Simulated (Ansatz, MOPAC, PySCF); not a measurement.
Ligands exchanged one at a time, Ge SH-H. All species are isolated molecules in the gas phase. One relaxed conformer stands for each flexible species; it need not be the lowest. Strings in code marks are SMILES.

Quantity: redistribution energy (mixed species minus the weighted end members), in kJ/mol. Semi-empirical values (MOPAC) are differences of heats of formation.

Level 1: frozen-core MP2/cc-pVTZ // r2SCAN-D4/def2-TZVP (Ansatz, a quantum-chemistry and plane-wave program)
Level 2: PBE/6-31G* // r2SCAN-D4/def2-TZVP (PySCF)
Level 3: SVWN5/6-31G* // r2SCAN-D4/def2-TZVP (PySCF)
Level 4: PM3 // r2SCAN-D4/def2-TZVP (MOPAC)

| species | level 1 | level 2 | level 3 | level 4 |
|---|---|---|---|---|
| 3 of 4 SH replaced by H: `[SH][GeH3]` | 10.91 | 8.10 | 11.51 | 9.05 |
| 1 of 4 SH replaced by H: `[SH][GeH]([SH])[SH]` | 7.89 | 4.38 | 6.99 | 12.37 |
| 2 of 4 SH replaced by H: `[GeH2]([SH])[SH]` (H–S–Ge–S torsion -145°, S–Ge–S–H torsion 59°) | 13.85 | 9.74 | 13.92 | 13.40 |
